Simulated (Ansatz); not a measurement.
Species: C₃H₇O₂, charge 1, multiplicity 1. It need not be the lowest isomer of its formula. 
Structure (B3LYP-D3(BJ)/def2-TZVP (Ansatz, a first-principles code) minimum search):
SMILES: CCC(O)=[OH+]
```xyz
12

C     -1.9332     0.0885     0.3223
C     -0.7633     0.3720    -0.6131
C      0.5617    -0.0281    -0.0898
O      0.7529    -0.5597     1.0618
O      1.5917     0.1634    -0.8211
H     -1.8499     0.6392     1.2622
H     -2.0461    -0.9788     0.5258
H     -2.8571     0.4162    -0.1499
H     -0.8721    -0.1326    -1.5800
H     -0.6799     1.4364    -0.8621
H      2.4301    -0.1244    -0.4072
H     -0.0729    -0.6791     1.5689
```
Charge +1, spin multiplicity 1.

Parts of the frozen-core correlation energy in 6-31G* (Ansatz, hartree). Frozen orbitals: 5; correlated occupied orbitals by spin: 15 and 15; virtual: 69 and 69. Spin-orbit coupling is left out. No relativistic terms.

```
term                            value
-------------------------  ----------
reference (HF)             -267.16368
MP2 opposite-spin          (withheld)
MP2 same-spin              (withheld)
CCSD correlation           (withheld)
(T)                          -0.02167
T1 diagnostic                   0.014
largest doubles amplitude       0.049
```

Question: Complete the blanks.

Answer: 
- MP2 opposite-spin, value: -0.54154
- MP2 same-spin, value: -0.18809
- CCSD correlation, value: -0.76926
